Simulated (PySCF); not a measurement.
**Polarisability and C₆ of Ni⁺ (nickel, charge +1)**

[Ar] 3d9, 2D determinant. Computed with PySCF 2.14 in aug-cc-pwCVTZ-DK, with the spin-free X2C one-electron Hamiltonian (Gaussian nucleus). Coupled (time-dependent) response in atomic units; α is the mean over directions.

```csv
method,mean α (bohr³),"α xx, yy, zz",C₆ (like pair),S(−4)
TPSS,9.330,"8.361, 8.361, 11.27",30.77,103.3
```

S(−4) is the Cauchy moment in α(ω) = α(0) + S(−4) ω² + …

α(iu) at TPSS:

```
u (hartree)  α(iu) (bohr³)
          0          9.330
     0.0500          9.082
      0.100          8.446
      0.200          6.836
      0.300          5.519
      0.500          3.979
      0.750          3.020
       1.00          2.443
       1.50          1.717
       2.00          1.273
       3.00         0.7827
       5.00         0.3902
```

A single London oscillator, α(iu) = α/(1 + u²/ω²), gives C₆ = (3/4) ω α². Matching the computed C₆ needs ω = 4 × 30.77 / (3 × 9.330²) = 0.471 hartree.

For an ion, C₆ is the dispersion term alone; charge-induced terms of lower order in 1/R come first.

The components differ because the open shell of this determinant is not spherical; for a pure term their mean is the scalar polarisability.

⟨S²⟩ = 0.86 against 0.75 shows spin contamination.
